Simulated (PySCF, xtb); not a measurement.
CH5F3Si2, SMILES C[Si@H](F)[SiH](F)F. Other conformers were not sampled.

Harmonic wavenumbers (cm⁻¹) from xtb with GFN2-xTB at its own minimum, in rising order: 21, 91, 108, 151, 168, 180, 219, 262, 464, 603, 632, 643, 685, 738, 785, 812, 825, 838, 848, 1374, 1473, 1476, 2243, 2349, 3023, 3037, 3048.

### Question
What does PBE-D3(BJ)/def2-SVP (PySCF 2.14.0) give at its own minimum? (An estimate is asked for; the answer gives what the named calculation found.)

### Answer
31, 68, 130, 162, 176, 201, 250, 315, 448, 623, 669, 737, 768, 790, 798, 819, 881, 896, 922, 1217, 1373, 1380, 2164, 2177, 2976, 3076, 3085. Paired by order, the mean absolute difference is 52 cm⁻¹ and the zero-point energies are 38.7 and 38.8 kcal/mol.
